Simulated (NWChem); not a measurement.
System: BAsH4; SMILES [AsH2]B

Here is an NWChem input.

```
start job
memory heap 200 mb stack 900 mb global 1100 mb
geometry units angstroms noautoz
  B      0.006921     1.661155     0.000000
  As     0.005689    -0.321521     0.000000
  H      0.961989    -0.598723    -1.140667
  H      0.961989    -0.598723     1.140667
  H     -0.076904     2.254665     1.047250
  H     -0.076904     2.254665    -1.047250
end
basis spherical
  B library def2-svpd
  As library def2-svpd
  H library def2-svpd
end
dft
  xc slater vwn_5
  iterations 150
  vectors input atomic output neutral.movecs
end
task dft energy
charge 1
dft
  odft
  mult 2
  vectors input atomic output cation.movecs
end
task dft energy
charge -1
dft
  odft
  mult 2
  vectors input atomic output anion.movecs
end
task dft energy
```

Excerpt of the output:

```
             Northwest Computational Chemistry Package (NWChem) 7.3.0
             --------------------------------------------------------

 CS  symmetry detected

                             Geometry "geometry" -> ""
                             -------------------------

 Output coordinates in angstroms (scale by  1.889725989 to convert to a.u.)

  No.       Tag          Charge          X              Y              Z
 ---- ---------------- ---------- -------------- -------------- --------------
    1 B                    5.0000     0.01000560    -1.63763850     0.00000000
    2 As                  33.0000    -0.05239071     0.34405581     0.00000000
    3 H                    1.0000     0.89490254     0.65062741    -1.14066700
    4 H                    1.0000     0.89490254     0.65062741     1.14066700
    5 H                    1.0000    -0.05546991    -2.23345199     1.04725000
    6 H                    1.0000    -0.05546991    -2.23345199    -1.04725000

 Effective nuclear repulsion energy (a.u.)      87.1163269644

      Symmetry information
      --------------------

 Group name             Cs
 Group number              2
 Group order               2
 No. of unique centers     4

                                 NWChem DFT Module
                                 -----------------

 Summary of "ao basis" -> "ao basis" (spherical)
 ------------------------------------------------------------------------------
       Tag                 Description            Shells   Functions and Types
 ---------------- ------------------------------  ------  ---------------------
 B                         def2-svpd                 8       20   4s2p2d
 As                        def2-svpd                14       38   6s4p4d
 H                         def2-svpd                 4        8   2s2p

      Symmetry analysis of basis
      --------------------------

        a'         56
        a"         34

            General Information
            -------------------
          SCF calculation type: DFT
          Wavefunction type:  closed shell.
          No. of atoms     :     6
          No. of electrons :    42
           Alpha electrons :    21
            Beta electrons :    21
          Charge           :     0
          Spin multiplicity:     1
          Use of symmetry is: on ; symmetry adaption is: on
          Maximum number of iterations: 150
          AO basis - number of functions:    90
                     number of shells:    38
          Convergence on energy requested:  1.00D-06
          Convergence on density requested:  1.00D-05
          Convergence on gradient requested:  5.00D-04

              XC Information
              --------------
                        Slater Exchange Functional  1.000 local
                      VWN V Correlation Functional  1.000 local

             Grid Information
             ----------------
          Grid used for XC integration:  medium
          Radial quadrature: Mura-Knowles
          Angular quadrature: Lebedev.
          Tag              B.-S. Rad. Rad. Pts. Rad. Cut. Ang. Pts.
          ---              ---------- --------- --------- ---------
          B                   0.85       49          10.0       434
          As                  1.15      112          10.0       590
          H                   0.35       45          11.0       434
          Grid pruning is: on
          Number of quadrature shells:   251
          Spatial weights used:  Erf1

      Superposition of Atomic Density Guess
      -------------------------------------

 Sum of atomic energies:       -2260.36108713

      Non-variational initial energy
      ------------------------------

 Total energy =   -2260.999081
 1-e energy   =   -3321.560465
 2-e energy   =     973.445057
 HOMO         =      -0.277362
 LUMO         =      -0.043100

      Symmetry analysis of molecular orbitals - initial
      -------------------------------------------------

  Numbering of irreducible representations:

     1 a'          2 a"

  Orbital symmetries:

     1 a'          2 a'          3 a'          4 a"          5 a'
     6 a'          7 a'          8 a'          9 a"         10 a'
    11 a"         12 a'         13 a'         14 a"         15 a'
    16 a'         17 a'         18 a"         19 a"         20 a'
    21 a'         22 a'         23 a'         24 a"         25 a'
    26 a'         27 a'         28 a"         29 a'         30 a"
    31 a"

   convergence    iter        energy       DeltaE   RMS-Dens  Diis-err
 ---------------- ----- ----------------- --------- --------- ---------
 d= 0,ls=0.0,diis     1  -2259.1582173422 -2.35D+03  1.26D-02  4.02D-01
 d= 0,ls=0.0,diis     2  -2259.1745836781 -1.64D-02  5.40D-03  1.56D-01
 d= 0,ls=0.0,diis     3  -2259.1805522422 -5.97D-03  3.73D-03  4.97D-02
 d= 0,ls=0.0,diis     4  -2259.1863744107 -5.82D-03  1.44D-03  1.21D-02
 d= 0,ls=0.0,diis     5  -2259.1892431561 -2.87D-03  1.08D-04  2.13D-05
  Resetting Diis
 d= 0,ls=0.0,diis     6  -2259.1892472315 -4.08D-06  3.90D-05  6.84D-06
 d= 0,ls=0.0,diis     7  -2259.1892484632 -1.23D-06  2.41D-05  4.84D-07
 d= 0,ls=0.0,diis     8  -2259.1892483238  1.39D-07  1.39D-05  1.18D-06
 d= 0,ls=0.0,diis     9  -2259.1892485435 -2.20D-07  3.19D-06  5.12D-08

         Total DFT energy =    -2259.189248543463
      One electron energy =    -3322.247332804346
           Coulomb energy =     1060.809470755003
    Exchange-Corr. energy =      -84.867713458487
 Nuclear repulsion energy =       87.116326964366

 Numeric. integr. density =       42.000008346159

                  Occupations of the irreducible representations
                  ----------------------------------------------

                     irrep           alpha         beta
                     --------     --------     --------
                     a'               15.0         15.0
                     a"                6.0          6.0

                       DFT Final Molecular Orbital Analysis
                       ------------------------------------

 Vector   19  Occ=2.000000D+00  E=-3.040941D-01  Symmetry=a'
              MO Center=  8.3D-02, -4.8D-01, -1.6D-14, r^2= 2.9D+00
   Bfn.  Coefficient  Atom+Function         Bfn.  Coefficient  Atom+Function
  ----- ------------  ---------------      ----- ------------  ---------------
     6      0.325703  1 B  py                34      0.259614  2 As py
    33      0.242881  2 As px                36      0.237141  2 As px
    24     -0.231421  2 As s                 59      0.185873  3 H  s
    67      0.185873  4 H  s                 37      0.172694  2 As py
    31     -0.158138  2 As py                30     -0.151854  2 As px

 Vector   20  Occ=2.000000D+00  E=-2.997836D-01  Symmetry=a"
              MO Center=  1.3D-01, -1.3D+00,  2.2D-14, r^2= 3.1D+00
   Bfn.  Coefficient  Atom+Function         Bfn.  Coefficient  Atom+Function
  ----- ------------  ---------------      ----- ------------  ---------------
     7      0.384357  1 B  pz                75     -0.282719  5 H  s
    83      0.282719  6 H  s                 10     -0.229279  1 B  pz
    59     -0.178479  3 H  s                 67      0.178479  4 H  s
    35      0.162688  2 As pz                38      0.126285  2 As pz
    32     -0.100108  2 As pz                60     -0.093879  3 H  s

 Vector   21  Occ=2.000000D+00  E=-2.407239D-01  Symmetry=a'
              MO Center= -1.3D-01,  3.5D-02,  1.2D-14, r^2= 2.6D+00
   Bfn.  Coefficient  Atom+Function         Bfn.  Coefficient  Atom+Function
  ----- ------------  ---------------      ----- ------------  ---------------
    36      0.332232  2 As px                33      0.302522  2 As px
    34     -0.286741  2 As py                24     -0.272858  2 As s
     6     -0.245750  1 B  py                37     -0.233699  2 As py
    30     -0.185369  2 As px                31      0.172800  2 As py
    23      0.159978  2 As s                  5     -0.155857  1 B  px

 Vector   22  Occ=0.000000D+00  E=-1.150127D-01  Symmetry=a'
              MO Center=  3.7D-02, -1.2D+00,  2.5D-15, r^2= 3.0D+00
   Bfn.  Coefficient  Atom+Function         Bfn.  Coefficient  Atom+Function
  ----- ------------  ---------------      ----- ------------  ---------------
     5      0.555151  1 B  px                 8     -0.389968  1 B  px
    25     -0.207474  2 As s                 24     -0.176000  2 As s
    60      0.149357  3 H  s                 68      0.149357  4 H  s
    59      0.127818  3 H  s                 67      0.127818  4 H  s
    23      0.107839  2 As s                 33      0.098654  2 As px

 Vector   23  Occ=0.000000D+00  E=-1.670581D-02  Symmetry=a'
              MO Center=  2.7D-01, -4.7D-02,  2.5D-13, r^2= 6.9D+00
   Bfn.  Coefficient  Atom+Function         Bfn.  Coefficient  Atom+Function
  ----- ------------  ---------------      ----- ------------  ---------------
     3      1.509207  1 B  s                  4     -1.108077  1 B  s
    26     -0.837042  2 As s                 24      0.383266  2 As s
    76     -0.288142  5 H  s                 84     -0.288142  6 H  s
    25      0.259025  2 As s                 33      0.221617  2 As px
    37      0.212537  2 As py                 9     -0.206325  1 B  py

 Vector   24  Occ=0.000000D+00  E=-1.301905D-02  Symmetry=a"
              MO Center=  9.5D-02,  2.1D-01, -3.3D-13, r^2= 4.3D+00
   Bfn.  Coefficient  Atom+Function         Bfn.  Coefficient  Atom+Function
  ----- ------------  ---------------      ----- ------------  ---------------
    35      0.349538  2 As pz                57      0.293548  2 As d  1
    38      0.266274  2 As pz                59      0.220518  3 H  s
    67     -0.220518  4 H  s                 32     -0.188650  2 As pz
    60      0.152303  3 H  s                 64      0.151884  3 H  px
    68     -0.152303  4 H  s                 72     -0.151884  4 H  px

     Multipole analysis of the density
     ---------------------------------

[...]
```

Level: LDA (Slater exchange, VWN5)/def2-SVPD, vertical spin-unrestricted ions. All runs use the structure optimised with PBE0/def2-SVP.
